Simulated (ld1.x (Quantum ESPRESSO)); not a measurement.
# Before and after: TM potential for I (Z = 53)

```
Element                 : iodine
Generator               : ld1.x (Quantum ESPRESSO) 7.5
Type                    : norm-conserving Troullier–Martins (Kleinman–Bylander form)
Functional              : PBE
Relativity              : scalar-relativistic
Frozen core             : [Kr] 4d10
Valence charge          : 7
Reference configuration : 5s2 5p5
Partial waves           : 5s (bound): rc 1.35 bohr; 5p (bound): rc 1.85 bohr
Local potential         : all-electron potential smoothed inside 1.20 bohr (lloc = -2)
Core correction         : a·sin(br)/r model core inside 1.00 bohr
```

Change: all radii but the core radius scaled by about 0.97 (s 1.30, p 1.80 bohr); local potential all-electron potential smoothed inside 1.16 bohr (lloc = -2).

Cutoffs: the cutoffs (Ry, on a coarse ladder) from which the occupation-weighted sum of valence levels, in a spherical-Bessel basis at the reference potential, stays within 10 and 1 mRy of its value at 400 Ry; they do not see the model core or the augmentation charge, which bear on the density cutoff. Errors are all-electron minus pseudo energies relative to the spin-unpolarised reference configuration.

**Question.** Predict the effect on cutoff, ghosts and configuration errors.

**Answer.** The potential gets harder (70 Ry and 180 Ry → 110 Ry and 230 Ry); both files keep a bound ghost (d, s); of the 7 tests that both files solve, the error grows in 4 and shrinks in 2 by more than 15 % and 0.3 meV (median size 6.7 → 14.3 meV). A smaller radius makes the pseudo-wave follow the all-electron one further in, where it bends more sharply, so more plane waves are needed.

```csv
quantity,base,changed
"cutoff, loose",70 Ry,110 Ry
"cutoff, tight",180 Ry,230 Ry
loose cutoff by channel (10 mRy a level),"s 45 Ry, p 12 Ry","s 50 Ry, p 12 Ry"
bound ghosts,"s, d","s, d"
"error for 5s2 5p4, meV [ΔE 11.13 eV]",+1.5,+3.1
"error for 5s2 5p3, meV [ΔE 30.98 eV]",+6.7,+15
"error for 5s2 5p2, meV [ΔE 60.31 eV]",-8.5,+14
"error for 5s2 5p1, meV [ΔE 99.73 eV]",-119,-83
"error for 5s2 5p5.3, meV [ΔE -1.78 eV]",+0.8,+0.9
"error for 5s1 5p6, meV [ΔE 10.41 eV]",-15,-22
"error for 5s1 5p5, meV [ΔE 22.11 eV]",-0.9,-0.5
```

 A true bound ghost makes a file unfit for plane-wave use even where its test errors are small: the radial tests pick states by their node count and pass the ghost by.
